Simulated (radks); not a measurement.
The numbers below are computed, except where a source is named.
Isoelectronic series with 20 electrons, each ion in its NIST ground configuration. Code: a radial shooting solver on a logarithmic mesh with Libxc functionals. Model: non-relativistic Kohn-Sham, PBE, spin-polarised, spherical densities, point nucleus; open shells are filled with parallel spins first. Total energies (hartree) and screening constants sigma, defined by e = -(Z - sigma)^2 / (2 n^2) hartree (* marks an orbital that is empty in some or all of the ions):

Ca: configuration [Ar] 4s2; E (hartree) -677.34882; 4s* 17.899; 3p 15.692; 3s 14.443; 2p 10.084
Ti2+: configuration [Ar] 3d2; E (hartree) -848.35128; 4s* 17.508; 3p 15.946; 3s 14.796; 2p 10.379
Cr4+: configuration [Ar] 3d2; E (hartree) -1040.31002; 4s* 17.067; 3p 15.691; 3s 14.638; 2p 10.474
Fe6+: configuration [Ar] 3d2; E (hartree) -1252.85800; 4s* 16.779; 3p 15.495; 3s 14.492; 2p 10.527
Ni8+: configuration [Ar] 3d2; E (hartree) -1485.93702; 4s* 16.574; 3p 15.347; 3s 14.374; 2p 10.560
Zn10+: configuration [Ar] 3d2; E (hartree) -1739.51884; 4s* 16.420; 3p 15.231; 3s 14.278; 2p 10.582
Ge12+: configuration [Ar] 3d2; E (hartree) -2013.58698; 4s* 16.298; 3p 15.139; 3s 14.199; 2p 10.597
Se14+: configuration [Ar] 3d2; E (hartree) -2308.13086; 4s* 16.200; 3p 15.064; 3s 14.132; 2p 10.608
